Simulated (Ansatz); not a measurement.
Relaxation of CH$_{2}$Cl$_{2}$GeO (7 atoms, charge 0, multiplicity 1), to a largest force component of 0.02 eV/Å in at most 50 steps.

The calculation used RKS PBE/def2-SVP in Ansatz 0.2.0.

```xyz
7
Properties=species:S:1:pos:R:3:forces:R:3
Cl -1.942 -1.129 0.757 -1.33 -0.36 -0.23
C -0.622 -0.721 -0.325 -0.50 1.32 -0.18
O 0.531 -1.013 0.248 3.16 -1.33 0.96
Ge 0.462 0.834 0.229 -1.36 0.24 0.18
Cl 1.770 1.601 -1.256 0.75 0.34 -0.31
H -0.642 -0.943 -1.408 -0.99 -0.20 -0.13
H 0.503 1.303 1.709 0.27 -0.01 -0.27
```

Task: Where does it end, and by what steps?

Result: The forces met the threshold. After 40 steps the energy has fallen by 0.990 eV; O3 moved furthest, 1.62 Å. Parted: C2–Ge4.

```csv
step,energy less start (eV),largest force component (eV/Å),accepted
0,0.0000,3.164,yes
2,-0.4170,0.346,yes
4,-0.4234,0.248,yes
6,-0.4288,0.118,yes
8,-0.4348,0.195,yes
10,-0.4404,0.207,yes
12,-0.4236,0.803,no
14,-0.4601,0.426,yes
16,-0.4635,0.411,yes
18,-0.4776,0.453,yes
20,-0.4852,0.604,yes
22,-0.5172,0.476,yes
24,-0.5455,0.746,yes
26,-0.5957,1.048,yes
28,-0.7553,0.391,yes
30,-0.8107,1.318,yes
32,-0.8854,0.901,yes
34,-0.9611,0.515,yes
36,-0.9808,0.473,yes
38,-0.9899,0.046,yes
40,-0.9902,0.006,yes
```

```xyz
7
Properties=species:S:1:pos:R:3
Cl -1.843 -2.251 0.027
C -0.772 -0.899 -0.150
O -0.673 -0.038 0.706
Ge 0.509 1.849 0.444
Cl 1.494 1.024 -1.435
H -0.192 -0.885 -1.103
H 1.538 1.132 1.465
```

Run time: 85 s on 2 threads of Arm Neoverse V1 (shared host), peak memory 0.15 GiB.
